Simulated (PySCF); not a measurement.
# Multinuclear NMR of C$_{5}$H$_{10}$Si$_{2}$

Geometry (Å), atoms numbered from 1 in this order:
```xyz
17

Si    2.5910    0.1454    0.1121
C     1.1632   -0.1473   -1.1233
C    -0.1458   -0.1476   -0.4287
C    -0.7690   -1.2492    0.0232
C    -2.0301   -1.0444    0.7119
C    -2.4506    0.2224    0.8321
Si   -1.1951    1.3653    0.0240
H     2.5998   -0.9236    1.1117
H     2.4071    1.4419    0.7661
H     3.8545    0.1369   -0.6307
H     1.3284   -1.1030   -1.6274
H     1.1866    0.6355   -1.8829
H    -0.3838   -2.2524   -0.1068
H    -2.5718   -1.9004    1.0925
H    -3.3728    0.4817    1.3242
H    -0.5244    2.2791    0.9511
H    -1.6942    2.0716   -1.1592
```

One conformer, relativity neglected, no solvent, averaged over atoms made equivalent by symmetry, fast rotation or ring inversion. Geometry from GFN2-xTB; shieldings: GIAO PBE0/pcSseg-1; PySCF.

Where does 29Si resonate?

## Answers


```tsv
atoms	environment	σ (ppm)	δ (ppm)
Si7	silicon bonded to 2 C, 2 H, in a 5-membered ring	398.9	-47.9
Si1	silicon bonded to C, 3 H	413.8	-60.2
```

Shieldings were converted by a linear fit to measured shifts: 29Si: δ = 279.94 − 0.822σ (rms 8.9 ppm, 72 shifts, 25.8 ppm with the 6 outliers that the fit left out vs TMS, solution or neat liquid). Occasional misses reach two or three times the rms, and more in compound classes unlike the fitted ones.

On a 400 MHz spectrometer 29Si resonates near 79.5 MHz, so 1 ppm is 79.5 Hz.
